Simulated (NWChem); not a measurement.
Everything below was run with NWChem. System: ClFGe, charge 0, spin multiplicity 1, at a geometry optimised with PBE0/def2-SVP. The structure started from a generated list of species. Level: CIS/def2-SVPD.

Job file:

```
start mol
memory heap 200 mb stack 900 mb global 1100 mb
geometry units angstroms nocenter noautoz
  Ge    -0.584792    -0.301774     0.000000
  F      0.600735    -1.589045     0.000000
  Cl     0.782750     1.409304     0.000000
  symmetry group Cs
end
basis spherical
  * library def2-svpd
end
dft
  xc hfexch
  semidirect memsize 60000000 filesize 0
  iterations 100
end
tddft
  cis
  nroots 5
  notriplet
  thresh 1e-4
end
task tddft energy
```

NWChem printed:

```
             Northwest Computational Chemistry Package (NWChem) 7.3.0
             --------------------------------------------------------

                                NWChem Input Module
                                -------------------

 Scaling coordinates for geometry "geometry" by  1.889725989
 (inverse scale =  0.529177249)

 Turning off AUTOSYM since
 SYMMETRY directive was detected!

                             Geometry "geometry" -> ""
                             -------------------------

 Output coordinates in angstroms (scale by  1.889725989 to convert to a.u.)

  No.       Tag          Charge          X              Y              Z
 ---- ---------------- ---------- -------------- -------------- --------------
    1 Ge                  32.0000    -0.58479200    -0.30177400     0.00000000
    2 F                    9.0000     0.60073500    -1.58904500     0.00000000
    3 Cl                  17.0000     0.78275000     1.40930400     0.00000000

 Effective nuclear repulsion energy (a.u.)     245.4632843061

            Nuclear Dipole moment (a.u.)
            ----------------------------
        X                 Y               Z
 ---------------- ---------------- ----------------
     0.0000396842    -0.0000094486     0.0000000000

      Symmetry information
      --------------------

 Group name             Cs
 Group number              2
 Group order               2
 No. of unique centers     3

      Symmetry unique atoms

     1    2    3


 Summary of "ao basis" -> "" (spherical)
 ------------------------------------------------------------------------------
       Tag                 Description            Shells   Functions and Types
 ---------------- ------------------------------  ------  ---------------------
 *                         def2-svpd                  on all atoms

  xc_inp: hfexch multiplicative factor not found.

                                 NWChem DFT Module
                                 -----------------

 Summary of "ao basis" -> "ao basis" (spherical)
 ------------------------------------------------------------------------------
[...]
     Occ.   29  a'  ---  Virt.   41  a'      -0.05342
     Occ.   29  a'  ---  Virt.   42  a'      -0.06254
  ----------------------------------------------------------------------------
  Root   4 singlet a'             0.293050295 a.u.                7.9743 eV
  ----------------------------------------------------------------------------
     Transition Moments    X -0.08605   Y  1.26006   Z -0.00000
     Transition Moments   XX  2.71101  XY -0.91922  XZ  0.00000
     Transition Moments   YY -1.61989  YZ -0.00000  ZZ -0.84168
     Dipole Oscillator Strength                    0.3116382931
     Electric Quadrupole                           0.0000008276
     Magnetic Dipole                               0.0000081311
     Total Oscillator Strength                     0.3116472518

          sigma_e =   2.1046 Angstrom
          sigma_h =   1.7946 Angstrom
         |d_h->e| =   0.5360 Angstrom
            d_exc =   2.6974 Angstrom
            d_CD1 =   0.8460 Angstrom
            d_CD2 =  -1.4136 Angstrom
            d_CD3 =   3.2334 Angstrom
     Pearson C.C. =   0.0876

     Occ.   25  a"  ---  Virt.   30  a"      -0.05841
     Occ.   27  a"  ---  Virt.   30  a"       0.29006
     Occ.   28  a'  ---  Virt.   33  a'       0.16731
     Occ.   28  a'  ---  Virt.   42  a'      -0.08540
     Occ.   29  a'  ---  Virt.   31  a'       0.43167
     Occ.   29  a'  ---  Virt.   32  a'      -0.54941
     Occ.   29  a'  ---  Virt.   33  a'       0.54309
     Occ.   29  a'  ---  Virt.   34  a'       0.05406
     Occ.   29  a'  ---  Virt.   36  a'       0.18219
     Occ.   29  a'  ---  Virt.   37  a'       0.09743
     Occ.   29  a'  ---  Virt.   41  a'       0.08387
     Occ.   29  a'  ---  Virt.   42  a'      -0.07421
     Occ.   29  a'  ---  Virt.   43  a'      -0.07907
  ----------------------------------------------------------------------------
  Root   5 singlet a'             0.302399093 a.u.                8.2287 eV
  ----------------------------------------------------------------------------
     Transition Moments    X  1.59205   Y  1.05545   Z  0.00000
     Transition Moments   XX -3.95703  XY -0.21909  XZ  0.00000
     Transition Moments   YY  1.81231  YZ  0.00000  ZZ -0.33553
     Dipole Oscillator Strength                    0.7355533245
     Electric Quadrupole                           0.0000012591
     Magnetic Dipole                               0.0000000689
     Total Oscillator Strength                     0.7355546525

          sigma_e =   2.4888 Angstrom
          sigma_h =   1.8010 Angstrom
         |d_h->e| =   0.8555 Angstrom
            d_exc =   2.9942 Angstrom
            d_CD1 =   1.5433 Angstrom
            d_CD2 =  -1.2893 Angstrom
            d_CD3 =   3.8497 Angstrom
     Pearson C.C. =   0.1344

     Occ.   26  a'  ---  Virt.   31  a'       0.06930
     Occ.   26  a'  ---  Virt.   34  a'      -0.05033
     Occ.   27  a"  ---  Virt.   30  a"       0.30574
     Occ.   27  a"  ---  Virt.   35  a"      -0.07390
     Occ.   28  a'  ---  Virt.   31  a'       0.05111
     Occ.   28  a'  ---  Virt.   32  a'      -0.06544
     Occ.   28  a'  ---  Virt.   33  a'       0.13233
     Occ.   28  a'  ---  Virt.   41  a'       0.05936
     Occ.   28  a'  ---  Virt.   42  a'      -0.07701
     Occ.   29  a'  ---  Virt.   31  a'       0.63867
     Occ.   29  a'  ---  Virt.   33  a'      -0.62254
     Occ.   29  a'  ---  Virt.   36  a'      -0.08773
     Occ.   29  a'  ---  Virt.   40  a'       0.13236
     Occ.   29  a'  ---  Virt.   42  a'       0.11022
     Occ.   29  a'  ---  Virt.   51  a'       0.05140

              Target root =      1
          Target symmetry = none
      Ground state energy =  -2633.910640271405
        Excitation energy =      0.185912759997
     Excited state energy =  -2633.724727511407

  stored tddft:energy   -2633.7247275114073

 Task  times  cpu:      114.5s     wall:      114.5s

 Total times  cpu:      114.5s     wall:      114.5s
```
